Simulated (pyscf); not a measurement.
PySCF, gas phase, ωB97X-D3(BJ)/def2-SVP geometries.

**Question.** Estimate by transition-state theory (the high-pressure limit) the rate constant of `[GaH2][AsH][AsH2]` → `[GaH]=[AsH]` + `[AsH3]` (singlet surface; As–As, Ga–H broken, As–H formed) at 600 K, with ωB97M-D3(BJ)/def2-TZVP energies (ideal gas, 1 atm, RRHO with modes under 100 cm⁻¹ raised to 100, one conformer, R ln 2 for chiral ones without a mode under 150 cm⁻¹; no tunnelling).

**Answer.** The electronic barrier is 53.8 kcal/mol and the thermal terms add -1.2, so ΔG‡ = 52.6 kcal/mol. With k_BT/h = 1.25e+13 s⁻¹ and RT = 1.192 kcal/mol, k = 9.0e-07 s⁻¹, a half-life of 7.7e+05 s through this channel alone. Wigner's tunnelling factor for 751i cm⁻¹ would be 1.14. A shift of 1 kcal/mol in the barrier changes k by a factor 2.3. On the product side the descent ends in a complex, 5.5 kcal/mol under the separated species and 22.9 kcal/mol under the saddle at ωB97X-D3(BJ)/def2-TZVP. At ωB97X-D3(BJ)/def2-TZVP the barrier from the zero used here is 58.0 kcal/mol. H₂Ga–AsH–AsH₂ is closed by a dative As–Ga contact. HGa=AsH lies 12.3 kcal/mol over its isomer Ga–AsH₂ [singlet] (electronic energy, ωB97M-D3(BJ)/def2-TZVP). This is the saddle that the search found; another between the same sides may lie lower. Elements up to Kr have no core potential and no relativistic terms here.
